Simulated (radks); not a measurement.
Problem. The mean radii <r> (bohr) of the occupied orbitals of an atom or ion are listed with their occupations. All-electron calculation, Dirac Kohn-Sham, PBE, spin-unpolarised, spherical densities, finite nucleus; Fermi nuclear charge, rms radius of each element as measured or else 0.836 A^(1/3) + 0.57 fm. Program: a radial shooting solver on a logarithmic mesh with Libxc functionals.

| orbital | occ. | <r> |
|---|---|---|
| 1s1/2 | 2 | 0.03040 |
| 2s1/2 | 2 | 0.1313 |
| 2p1/2 | 2 | 0.1112 |
| 2p3/2 | 4 | 0.1164 |
| 3s1/2 | 2 | 0.3580 |
| 3p1/2 | 2 | 0.3494 |
| 3p3/2 | 4 | 0.3604 |
| 3d3/2 | 4 | 0.3326 |
| 3d5/2 | 6 | 0.3361 |
| 4s1/2 | 2 | 0.8760 |
| 4p1/2 | 2 | 0.9326 |
| 4p3/2 | 4 | 0.9621 |
| 4d3/2 | 4 | 1.191 |
| 4d5/2 | 5 | 1.205 |
| 6d3/2 | 1 | 7.844 |

Name the element and its charge. Open shells, if any, fill j = l - 1/2 first.

Solution. Z = 48, cadmium, charge +2: Cd2+ in [Kr] 4d9 6d1. The 1s radius gives Z: for a bare nucleus <r> = (2 gamma + 1)/(2Z) with gamma = sqrt(1 - (Z/c)^2), 0.02993 bohr for Z = 48, and screening makes it slightly larger (0.03040 here). The occupations add up to 46, and the charge is Z minus that.
